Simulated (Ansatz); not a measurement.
C₂H₈BrGaGeOZn (`[CH3][GeH2][Ga]([CH2]O)[Zn][Br]`). Total charge 0; spin multiplicity 1. The structure was optimised at the PBE0-D4/def2-TZVP level. It is one conformer, not always the lowest.

```xyz
15

C     2.708    0.489   -0.564
Ge    1.686   -0.730    0.590
Ga   -0.752   -0.466    0.455
C    -1.533    0.911   -0.758
O    -2.947    0.860   -0.652
Zn   -2.432   -1.731    1.674
Br   -3.992   -2.926    2.824
H     2.496    1.526   -0.301
H     2.440    0.334   -1.610
H     3.777    0.310   -0.447
H     2.064   -2.186    0.231
H     2.142   -0.525    2.054
H    -1.134    1.898   -0.478
H    -1.190    0.715   -1.785
H    -3.332    1.522   -1.234
```

**Question.** What is the dipole moment at PBE/def2-TZVPP? (Estimate.)

**Answer.** Ansatz gave: 5.10 D, with components (2.48, 3.25, -3.05) D in this frame, pointing from negative to positive charge.

**Question.** And with r2SCAN, B3LYP, ωB97M-V? (An estimate is asked.)

**Answer.** Ansatz gave: r2SCAN 5.15 D, B3LYP 5.16 D, ωB97M-V 4.99 D.

**Question.** Give the Mulliken charges with PBE, ωB97M-V, r2SCAN in def2-TZVPP. (Best estimate.)

**Answer.** Computed: 
| atom | PBE | ωB97M-V | r2SCAN |
| --- | --- | --- | --- |
| C1 | -0.37 | -0.44 | -0.29 |
| Ge2 | 0.00 | -0.05 | -0.02 |
| Ga3 | 0.40 | 0.33 | 0.34 |
| C4 | -0.13 | -0.19 | -0.05 |
| O5 | -0.31 | -0.32 | -0.36 |
| Zn6 | 0.06 | 0.21 | 0.18 |
| Br7 | -0.30 | -0.32 | -0.33 |
| H8 | 0.11 | 0.12 | 0.08 |
| H9 | 0.11 | 0.12 | 0.08 |
| H10 | 0.12 | 0.14 | 0.09 |
| H11 | -0.02 | 0.01 | -0.02 |
| H12 | -0.02 | 0.01 | -0.02 |
| H13 | 0.09 | 0.11 | 0.06 |
| H14 | 0.09 | 0.11 | 0.06 |
| H15 | 0.18 | 0.17 | 0.19 |

B3LYP here is the variant with VWN-RPA as its local correlation; programs differ in this.
